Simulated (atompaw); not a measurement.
Reading a pseudo-wave (technetium)

Columns: radius, all-electron u(r) and pseudo u(r) of the 5s shell (level -18.41 eV) of technetium in the configuration [Ar] 3d10 4s2 4p6 4d5 5s0 5p0; PBE, scalar-relativistic, PAW (atompaw) scheme, atompaw 4.2.0.5.

```csv
r (bohr),all-electron,pseudo
0.098,-0.1426,-0.1584
0.196,0.0623,-0.3039
0.294,0.2156,-0.4252
0.392,0.1510,-0.5136
0.490,-0.0161,-0.5643
0.588,-0.1812,-0.5761
0.687,-0.2951,-0.5511
0.785,-0.3438,-0.4951
0.883,-0.3351,-0.4150
0.981,-0.2822,-0.3183
1.079,-0.1995,-0.2119
1.177,-0.0998,-0.1016
1.275,0.0070,0.0082
1.373,0.1136,0.1145
1.471,0.2150,0.2152
1.569,0.3082,0.3082
1.667,0.3913,0.3913
1.765,0.4633,0.4633
1.863,0.5243,0.5243
1.962,0.5749,0.5749
2.060,0.6147,0.6147
2.158,0.6451,0.6451
2.256,0.6667,0.6667
2.354,0.6806,0.6806
2.452,0.6877,0.6877
2.550,0.6886,0.6886
```

**Question.** How many radial nodes do the two functions have?

**Answer.** The all-electron 5s function has n − l − 1 = 4 (the table is too coarse to show those close to the nucleus); the pseudo-wave has 1, since 1 lower shell of the same l stays in the valence.

**Question.** At about which radius was the pseudo-wave matched?

**Answer.** 1.56 bohr, where the columns begin to agree (steps of 0.10 bohr).

**Question.** Is the pseudo-wave norm-conserving?

**Answer.** No, it belongs to a PAW set: the norm inside the radius is not constrained, and the difference is carried by the augmentation charge.
